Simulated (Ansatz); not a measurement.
Input file:

```yaml
crystal:
  periodic: [false, false, false]
  atoms:
    - { symbol: In, position_ang: [-1.297495, 0.330322, 1.33776] }
    - { symbol: H, position_ang: [0.927835, 0.088662, -1.122417] }
    - { symbol: C, position_ang: [0.226994, -0.478277, -0.019407] }
    - { symbol: H, position_ang: [1.520301, -0.261539, -1.631505] }
    - { symbol: Cl, position_ang: [-2.243859, 2.522055, 1.317815] }
    - { symbol: H, position_ang: [-0.206111, -1.381657, -0.491766] }
    - { symbol: H, position_ang: [1.072436, -0.819565, 0.609521] }
basis:
  gaussian: { orbitals: def2-SVP }
hamiltonian:
  xc: pbe0
md:
  timestep: 0.5
  n_steps: 200
  ensemble: nve
  temperature: 300.0
  initial_velocities: maxwell_boltzmann
  seed: 2297
```

Launched with:

```bash
$ ansatz run input.yaml --threads 2 --pin off --max-ram 3072MiB --backend cpu --events-out ev --progress --plain --runs-dir out
```

Hardware: 2 threads of Arm Neoverse V1 (shared host).

Q: Roughly how long does this run take, and how much memory?

A: 5.7 min, with a peak of 0.19 GiB, for 201 ionic steps.
